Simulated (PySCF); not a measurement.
CrCl3, SMILES [Cr]([Cl])([Cl])[Cl] (connectivity only; charge and spin as stated), neutral, multiplicity 4.

Geometry optimised at B3LYP-D3(BJ)/def2-SVP. The geometry has at least one imaginary mode, so it is a saddle point at that level. The multiplicity is an assumed one; other spin states were not compared.

Two levels are set side by side: PBE/def2-TZVPD (PySCF) and B3LYP/def2-TZVPD (PySCF). Same geometry, gas phase. Differences are taken from unrounded values.

| quantity | B3LYP | PBE | PBE minus B3LYP |
|---|---|---|---|
| α-spin orbital gap (eV) | 3.30 | 0.95 | -2.34 |
| β-spin orbital gap (eV) | 6.00 | 4.11 | -1.88 |
| mean polarisability (bohr³) | 81.4 | 84.2 | 2.7 |

Loosely held outer electrons make PBE densities more polarisable. Differences between two approximate levels are no errors against the true value.

Rough cost on one machine, each run with all the roots and properties that it gave: B3LYP against PBE within a factor of 2.
